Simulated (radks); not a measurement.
The numbers below are computed, except where a source is named.
Effect of the nuclear size on the strontium ion Sr3+, [Ar] 3d10 4s2 4p5. Level of theory: Dirac Kohn-Sham, PBE, spin-unpolarised, spherical densities, finite nucleus; open shells fill j = l - 1/2 first; Fermi nuclear charge, rms radius 4.224 fm (a radial shooting solver on a logarithmic mesh with Libxc functionals). The rms radius is varied about that value; shifts are against it.

rms radius (fm)  total energy shift (eV)  density at nucleus (e/bohr^3)  1s1/2 shift (meV)  2s1/2 shift (meV)  3p1/2 shift (meV)  4s1/2 shift (meV)  5s1/2 (empty) shift (meV)
3.4679                            -0.272                      6.206e+04               -115              -11.9              0.182             -0.271                     -0.055
4.0381                           -0.0713                      6.123e+04              -30.2              -3.12              0.048             -0.071                     -0.015
4.224                                  0                      6.098e+04              0.000              0.000              0.000              0.000                      0.000
4.4563                            0.0932                      6.069e+04               39.5               4.08             -0.063              0.093                      0.019
4.8154                             0.246                      6.028e+04                104               10.8             -0.165              0.246                      0.050

Slopes of the eigenvalues against <r^2> in GHz/fm^2, as finite differences over the two radii next to the reference (eigenvalue slopes, not the field-shift constants of lines): 1s1/2 4740, 2s1/2 490, 3p1/2 -7.52, 4s1/2 11.2, 5s1/2 (empty) 2.28.
